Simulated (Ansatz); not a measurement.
Isolated molecules relaxed with PBE0-D4/def2-TZVP in Ansatz; ΔE leaves out vibrations. CCSD(T)/CBS is the MP2 limit (def2-TZVPP, def2-QZVPP) plus CCSD(T) − MP2 in def2-TZVPP, frozen cores. This one scheme is used for every species. DFT in def2-TZVPP. HSE06 is defined as in plane-wave codes. One conformer a species, not always the lowest.

Reaction (formal hydrolysis of the Si–C bond): `C[SiH2][SiH2]Cl` + H₂O → `O[SiH2][SiH2]Cl` + CH₄

Task: Is it downhill or uphill in electronic energy at CCSD(T)/CBS, and by how much? (An estimate is asked.)

Result: Computed: Downhill: ΔE = -83.4 kJ/mol.

Task: What do these levels give: PBE-D4, PBE0-D4, HSE06-D4, ωB97M-V, r2SCANh, MP2/def2-SVP? (Best estimate.)

Result: Ansatz gave: PBE-D4 -78.5, PBE0-D4 -79.1, HSE06-D4 -79.1, ωB97M-V -86.3, r2SCANh -88.5, MP2/def2-SVP -83.0 kJ/mol.

Task: What do rigid-rotor, harmonic-oscillator terms from PBE0-D4/def2-TZVP frequencies (298.15 K, 1 bar) make of the CCSD(T)/CBS value? (An estimate is asked.)

Result: Ansatz gave: ΔZPE = +2.3 kJ/mol, ΔH = -82.3 kJ/mol, ΔS = -11 J/(mol·K), ΔG = -79.0 kJ/mol. Modes under 50 cm⁻¹ make the entropy rough.

Largest T1 diagnostic among the species: 0.011.

Leaving LDA and LC-ωPBE aside and taking each functional with its dispersion term where it has one, the values, not all of them listed here, spread over 16.6 kJ/mol, from BHLYP-D4 to revPBE-D4. The D4 term adds +3.5 kJ/mol with B3LYP and +2.1 kJ/mol with PBE0; it sums over pairs of atoms, weighted by their polarisabilities, and B3LYP, whose exchange is more repulsive, gets the larger term. In def2-TZVPP, CCSD(T) changes the Hartree–Fock value by +17.6 kJ/mol (the triples alone add +1.7 kJ/mol) and MP2 by +16.5 kJ/mol.

B3LYP here is the variant with VWN-RPA as its local correlation; programs differ in this.
